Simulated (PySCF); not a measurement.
PySCF input (TPSSh/def2-TZVPD):

```python
from pyscf import gto, scf, dft

mol = gto.M(
    atom='''
    C     0.65621067   -0.39687436   -0.52853236
    O     1.45421775   -0.89632698   -1.19815755
    C    -0.22869355    0.23702582    0.34198040
    O     0.27629136    0.80648481    1.33365768
    C    -1.69940992    0.18755114    0.02569503
    H    -1.90612884   -0.36571321   -0.89199072
    H    -2.22863414   -0.28754463    0.85369269
    H    -2.07795303    1.20577954   -0.08056141
    ''',
    basis='def2-tzvpd',
    charge=0,
    spin=1,
    verbose=4,
)

mf = dft.UKS(mol, xc='tpssh').density_fit(auxbasis='def2-universal-jkfit')
mf.grids.level = 3
mf.conv_tol = 1e-9
mf.max_cycle = 100
mf.max_memory = 1500
mf.kernel()
if not mf.converged:
    mf = mf.newton()
    mf.kernel(mf.make_rdm1())
for _ in range(2):
    mo, _, stable, _ = mf.stability(return_status=True)
    if stable:
        break
    mf.kernel(mf.make_rdm1(mo, mf.mo_occ))
mf.analyze()
```

Output:

```
PySCF version 2.14.0

[INPUT] verbose = 4
[INPUT] num. atoms = 8
[INPUT] num. electrons = 37
[INPUT] charge = 0
[INPUT] spin (= nelec alpha-beta = 2S) = 1
[INPUT] symmetry False subgroup None
[INPUT] Mole.unit = angstrom
[INPUT] Symbol           X                Y                Z      unit          X                Y                Z       unit  Magmom
[INPUT]  1 C      0.656210670000  -0.396874360000  -0.528532360000 AA    1.240058446317  -0.749983846262  -0.998781408370 Bohr   0.0
[INPUT]  2 O      1.454217750000  -0.896326980000  -1.198157550000 AA    2.748073272981  -1.693812510259  -2.264189623580 Bohr   0.0
[INPUT]  3 C     -0.228693550000   0.237025820000   0.341980400000 AA   -0.432168175955   0.447913884250   0.646249295969 Bohr   0.0
[INPUT]  4 O      0.276291360000   0.806484810000   1.333657680000 AA    0.522115000984   1.524035414522   2.520247759123 Bohr   0.0
[INPUT]  5 C     -1.699409920000   0.187551140000   0.025695030000 AA   -3.211419322169   0.354420288950   0.048556569462 Bohr   0.0
[INPUT]  6 H     -1.906128840000  -0.365713210000  -0.891990720000 AA   -3.602061465735  -0.691097807036  -1.685618166454 Bohr   0.0
[INPUT]  7 H     -2.228634140000  -0.287544630000   0.853692690000 AA   -4.211508156456  -0.543380599289   1.613245378643 Bohr   0.0
[INPUT]  8 H     -2.077953030000   1.205779540000  -0.080561410000 AA   -3.926762126410   2.278593097204  -0.152239001109 Bohr   0.0

nuclear repulsion = 150.251296945348
number of shells = 82
number of NR pGTOs = 299
number of NR cGTOs = 218
basis = def2-tzvpd
ecp = {}

******** <class 'pyscf.df.df_jk.DFUKS'> ********
method = DFUKS
initial guess = minao
damping factor = 0
level_shift factor = 0
DIIS = <class 'pyscf.scf.diis.CDIIS'>
diis_start_cycle = 1
diis_space = 8
diis_damp = 0
SCF conv_tol = 1e-09
SCF conv_tol_grad = None
SCF max_cycles = 100
direct_scf = False
number electrons alpha = 19  beta = 18
XC library pyscf.dft.libxc version 7.1.2
    S. Lehtola, C. Steigemann, M. J. T. Oliveira, and M. A. L. Marques,  SoftwareX 7, 1–5 (2018)
XC functionals = tpssh
    V. N. Staroverov, G. E. Scuseria, J. Tao, and J. P. Perdew,  J. Chem. Phys. 119, 12129 (2003)
radial grids:
    Treutler-Ahlrichs [JCP 102, 346 (1995); DOI:10.1063/1.469408] (M4) radial grids

becke partition: Becke, JCP 88, 2547 (1988); DOI:10.1063/1.454033
pruning grids: <function nwchem_prune>
grids dens level: 3
symmetrized grids: False
atomic radii adjust function: <function treutler_atomic_radii_adjust>
small_rho_cutoff = 0
Set gradient conv threshold to 3.16228e-05
tot grids = 99944
******** <class 'pyscf.df.df.DF'> ********
auxbasis = def2-universal-jkfit
init E= -267.263593212197
  alpha nocc = 19  HOMO = -0.198523461103253  LUMO = -0.103624999288435
  beta  nocc = 18  HOMO = -0.359163400421341  LUMO = -0.19852346110326
[...]
  beta  nocc = 18  HOMO = -0.261431819091463  LUMO = -0.120418128251263
  HOMO = -0.202408441719  LUMO = -0.120418128251  gap/eV = 2.23107
Extra cycle  E= -266.624006300652  delta_E= 9.93e-10  |g|= 5.33e-05  |ddm|= 6.44e-05
converged SCF energy = -266.624006300652  <S^2> = 0.75628163  2S+1 = 2.0062718
uhf_internal: lowest eigs of H = [0.13582872 0.17362069 0.2595245 ]
<class 'pyscf.df.df_jk.DFUKS'> wavefunction is stable in the internal stability analysis
**** SCF Summaries ****
Total Energy =                        -266.624006300652127
Nuclear Repulsion Energy =             150.251296945348031
One-electron Energy =                 -659.631010544396304
Two-electron Energy =                  242.755707298396175
Two-electron Coulomb Energy =          277.294275568932221
DFT Exchange-Correlation Energy =      -34.538568270536054
HOMO-LUMO gap [eV] =                     2.231070069672783
**** MO energy ****
                             alpha | beta                alpha | beta
MO #1   energy= -19.1607756641443  | -19.1547532755954  occ= 1 | 1
MO #2   energy= -19.0592138943831  | -19.0484641398377  occ= 1 | 1
MO #3   energy= -10.2578643718175  | -10.2523995083592  occ= 1 | 1
MO #4   energy= -10.2203212446134  | -10.2189798708703  occ= 1 | 1
MO #5   energy= -10.1384639971274  | -10.1387634016597  occ= 1 | 1
MO #6   energy= -1.13543044215755  | -1.12622085705229  occ= 1 | 1
MO #7   energy= -1.02696739722236  | -1.01013207850871  occ= 1 | 1
MO #8   energy= -0.775516456259044 | -0.76493710862011  occ= 1 | 1
MO #9   energy= -0.689115333053291 | -0.678222091970074 occ= 1 | 1
MO #10  energy= -0.536131575513284 | -0.528383728534774 occ= 1 | 1
MO #11  energy= -0.491652001590131 | -0.483225490306801 occ= 1 | 1
MO #12  energy= -0.486447425930063 | -0.467205536996417 occ= 1 | 1
MO #13  energy= -0.473470786545578 | -0.459584299748139 occ= 1 | 1
MO #14  energy= -0.436854400031373 | -0.42433114842602  occ= 1 | 1
MO #15  energy= -0.419815397964977 | -0.415504962403369 occ= 1 | 1
MO #16  energy= -0.402019325959846 | -0.397871163659201 occ= 1 | 1
MO #17  energy= -0.369505229943574 | -0.332200273973857 occ= 1 | 1
MO #18  energy= -0.269560506392654 | -0.261431819091463 occ= 1 | 1
MO #19  energy= -0.202408441719051 | -0.120418128251263 occ= 1 | 0
MO #20  energy= -0.0835680147808908 | -0.0741230860603146 occ= 0 | 0
MO #21  energy= -0.00907397335703664 | -0.00674984232205489 occ= 0 | 0
MO #22  energy= 0.0129111248753384 | 0.0219986491061809 occ= 0 | 0
MO #23  energy= 0.0200544365308897 | 0.0403396932715424 occ= 0 | 0
MO #24  energy= 0.0435968132256892 | 0.0446516148985994 occ= 0 | 0
MO #25  energy= 0.052671564980619  | 0.0617700971305007 occ= 0 | 0
MO #26  energy= 0.0649071275896524 | 0.0661288164988007 occ= 0 | 0
MO #27  energy= 0.0740217524405871 | 0.0746770173753231 occ= 0 | 0
MO #28  energy= 0.0810682494180938 | 0.0835068109977846 occ= 0 | 0
MO #29  energy= 0.0816471159960985 | 0.0882673777382169 occ= 0 | 0
MO #30  energy= 0.10001879658002   | 0.103223500924934  occ= 0 | 0
MO #31  energy= 0.110321000109025  | 0.112136965314814  occ= 0 | 0
MO #32  energy= 0.123803480978957  | 0.124572264830705  occ= 0 | 0
MO #33  energy= 0.125741256720676  | 0.128008495848314  occ= 0 | 0
MO #34  energy= 0.141050138471873  | 0.142903236675213  occ= 0 | 0
MO #35  energy= 0.153301452147171  | 0.156240563324476  occ= 0 | 0
MO #36  energy= 0.160044239269804  | 0.162726840711757  occ= 0 | 0
MO #37  energy= 0.196154203006546  | 0.199245953747048  occ= 0 | 0
MO #38  energy= 0.204198347790472  | 0.208225947753219  occ= 0 | 0
MO #39  energy= 0.220378825648967  | 0.222872491035999  occ= 0 | 0
MO #40  energy= 0.229840875048139  | 0.232227414537865  occ= 0 | 0
MO #41  energy= 0.240268871642927  | 0.243046679429017  occ= 0 | 0
MO #42  energy= 0.247945696243605  | 0.249603213793549  occ= 0 | 0
MO #43  energy= 0.250909052429134  | 0.251989871554655  occ= 0 | 0
MO #44  energy= 0.257496849617962  | 0.259865564643482  occ= 0 | 0
MO #45  energy= 0.269478135846697  | 0.271563384073906  occ= 0 | 0
MO #46  energy= 0.270477130453971  | 0.275203823213563  occ= 0 | 0
MO #47  energy= 0.276768308219982  | 0.278663466627175  occ= 0 | 0
MO #48  energy= 0.282389969125106  | 0.287013995116574  occ= 0 | 0
MO #49  energy= 0.29975589260403   | 0.30141903209648   occ= 0 | 0
MO #50  energy= 0.30391955572115   | 0.305585342986232  occ= 0 | 0
MO #51  energy= 0.321943057153733  | 0.322738761109839  occ= 0 | 0
MO #52  energy= 0.334682168732121  | 0.339849555310207  occ= 0 | 0
MO #53  energy= 0.341103727925635  | 0.344973239050642  occ= 0 | 0
MO #54  energy= 0.3522013793354    | 0.357537810550686  occ= 0 | 0
MO #55  energy= 0.371913423413498  | 0.373381609884204  occ= 0 | 0
MO #56  energy= 0.373735054721536  | 0.37623526255777   occ= 0 | 0
MO #57  energy= 0.381757812747305  | 0.382599081901791  occ= 0 | 0
MO #58  energy= 0.399413310954083  | 0.400399827221837  occ= 0 | 0
MO #59  energy= 0.405900318268397  | 0.407302220928796  occ= 0 | 0
MO #60  energy= 0.418988923936012  | 0.42312605302299   occ= 0 | 0
MO #61  energy= 0.428364894987851  | 0.430794952316567  occ= 0 | 0
MO #62  energy= 0.438623630165154  | 0.441528948422857  occ= 0 | 0
MO #63  energy= 0.446490597618296  | 0.453111355138352  occ= 0 | 0
MO #64  energy= 0.447708538931755  | 0.453703085220132  occ= 0 | 0
MO #65  energy= 0.484457807820977  | 0.486984209912606  occ= 0 | 0
MO #66  energy= 0.51255191265945   | 0.516382951922162  occ= 0 | 0
MO #67  energy= 0.515288943467296  | 0.521469025295013  occ= 0 | 0
MO #68  energy= 0.534636046449213  | 0.537462635295933  occ= 0 | 0
MO #69  energy= 0.539132206014663  | 0.543262433799405  occ= 0 | 0
MO #70  energy= 0.549187997882095  | 0.553512150634865  occ= 0 | 0
MO #71  energy= 0.567388744342584  | 0.573052349361892  occ= 0 | 0
MO #72  energy= 0.57602846690358   | 0.579649249262338  occ= 0 | 0
MO #73  energy= 0.584823616981088  | 0.587517858583306  occ= 0 | 0
MO #74  energy= 0.609714534344603  | 0.613505262256367  occ= 0 | 0
MO #75  energy= 0.611833107669829  | 0.615489419095486  occ= 0 | 0
MO #76  energy= 0.619158734597733  | 0.622508552371241  occ= 0 | 0
MO #77  energy= 0.643296432457777  | 0.646738426693583  occ= 0 | 0
MO #78  energy= 0.643344951459052  | 0.647789157660994  occ= 0 | 0
MO #79  energy= 0.648048164020038  | 0.650026236372201  occ= 0 | 0
MO #80  energy= 0.683624792068841  | 0.684705340021575  occ= 0 | 0
MO #81  energy= 0.68880747282384   | 0.689836258303593  occ= 0 | 0
MO #82  energy= 0.697394209597571  | 0.69974947485736   occ= 0 | 0
MO #83  energy= 0.71137806782396   | 0.713413435971401  occ= 0 | 0
MO #84  energy= 0.7279143414205    | 0.730669605163811  occ= 0 | 0
MO #85  energy= 0.738935125670904  | 0.741192570955306  occ= 0 | 0
MO #86  energy= 0.751611190006066  | 0.755414294748316  occ= 0 | 0
MO #87  energy= 0.779854153072202  | 0.782768866361007  occ= 0 | 0
MO #88  energy= 0.793482878983094  | 0.808053452101868  occ= 0 | 0
MO #89  energy= 0.799812245832767  | 0.808337128037515  occ= 0 | 0
MO #90  energy= 0.838761770258436  | 0.846242873122502  occ= 0 | 0
MO #91  energy= 0.851906754834195  | 0.857315960738555  occ= 0 | 0
MO #92  energy= 0.869966724542736  | 0.872670812425783  occ= 0 | 0
MO #93  energy= 0.873893433305703  | 0.882843946943248  occ= 0 | 0
MO #94  energy= 0.912259887000007  | 0.915273745027807  occ= 0 | 0
MO #95  energy= 0.923756848923286  | 0.938830957833712  occ= 0 | 0
MO #96  energy= 0.960723126536742  | 0.970336710793267  occ= 0 | 0
MO #97  energy= 0.970142733055094  | 0.973569728354467  occ= 0 | 0
MO #98  energy= 0.974694060803773  | 0.976386081984333  occ= 0 | 0
MO #99  energy= 1.06051138755352   | 1.065398009903     occ= 0 | 0
MO #100 energy= 1.10650495469605   | 1.11588784363547   occ= 0 | 0
MO #101 energy= 1.11476405684239   | 1.11890527505623   occ= 0 | 0
MO #102 energy= 1.1733579606103    | 1.17764016179551   occ= 0 | 0
MO #103 energy= 1.18721959582914   | 1.19365870053752   occ= 0 | 0
MO #104 energy= 1.19753947461639   | 1.20369781483197   occ= 0 | 0
[...]
```

It need not be the lowest isomer of its formula.
